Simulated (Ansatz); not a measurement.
Reaction (cleavage of the Si–Ge bond): `Cl[Si](Cl)(Cl)[GeH3]` + `OB(O)O` → `OB(O)O[Si](Cl)(Cl)Cl` + GeH₄

Calculated with Ansatz (gas phase, PBE0-D4/def2-TZVP geometries, no zero-point term in ΔE). CCSD(T)/CBS adds triple-zeta CCSD(T) − MP2 to the extrapolated MP2 energy (def2 sets, frozen cores). This one scheme is used for every species. Functionals use def2-TZVPP. B3LYP here is the variant with VWN-RPA as its local correlation; programs differ in this. For Ge outer-core shells are correlated without core-valence functions, which leaves a few kJ/mol of doubt a bond. Scalar relativity is left out up to krypton. Each species was taken in one conformer, which may not be the lowest.

`Cl[Si](Cl)(Cl)[GeH3]`:

Cartesian coordinates in Å:
```
Cl 0.643 2.350 1.019
Si 0.677 0.319 0.805
Cl 2.598 -0.247 0.401
Cl 0.128 -0.519 2.586
Ge -0.784 -0.369 -0.932
H -0.331 0.284 -2.244
H -0.722 -1.896 -1.052
H -2.209 0.078 -0.583
```

`OB(O)O`:

```xyz
7

O     1.320   -0.203   -0.288
B     0.000    0.000    0.000
O    -0.872    0.338   -0.996
O    -0.448   -0.135    1.284
H     1.511   -0.079   -1.220
H    -1.767    0.453   -0.670
H     0.256   -0.374    1.890
```

`OB(O)O[Si](Cl)(Cl)Cl`:

Z-matrix (Å, degrees):
```
Si
Cl 1 2.024
O 1 1.614 2 106.9
Cl 1 2.024 2 109.2 3 120.2
Cl 1 2.024 2 109.2 3 -120.2
B 3 1.378 1 135.2 2 -180.0
O 6 1.360 3 120.0 1 179.9
O 6 1.356 3 119.1 1 -0.1
H 7 0.960 6 112.9 3 -0.0
H 8 0.960 6 112.9 3 180.0
```

GeH₄:

Cartesian coordinates in Å:
```
Ge 0.000 0.000 0.000
H 0.245 1.407 -0.559
H 0.108 -1.027 -1.134
H -1.402 -0.067 0.619
H 1.049 -0.313 1.075
```

```json
{"level": "PBE", "ΔE (kJ/mol)": "-66.0"}
{"level": "B3LYP", "ΔE (kJ/mol)": "-85.9"}
{"level": "HF/def2-TZVPP", "ΔE (kJ/mol)": "-112.2"}
{"level": "CCSD/CBS(def2)", "ΔE (kJ/mol)": "-90.9"}
```

What does CCSD(T)/CBS give? (An estimate is asked.)

The calculation gave: -88.5 kJ/mol. The listed levels differ from it by 22.5, 2.6, -23.7, -2.4 kJ/mol.

Largest T1 diagnostic among the species: 0.012.

In def2-TZVPP, CCSD(T) changes the Hartree–Fock value by +19.6 kJ/mol (the triples alone add +2.3 kJ/mol) and MP2 by +19.0 kJ/mol. From PBE to PBE0 (25 % exact exchange), in def2-TZVPP and without D4, ΔE moves by −8.8 kJ/mol. The D4 term adds −4.3 kJ/mol with B3LYP and −2.7 kJ/mol with PBE0; it sums over pairs of atoms, weighted by their polarisabilities, and B3LYP, whose exchange is more repulsive, gets the larger term.
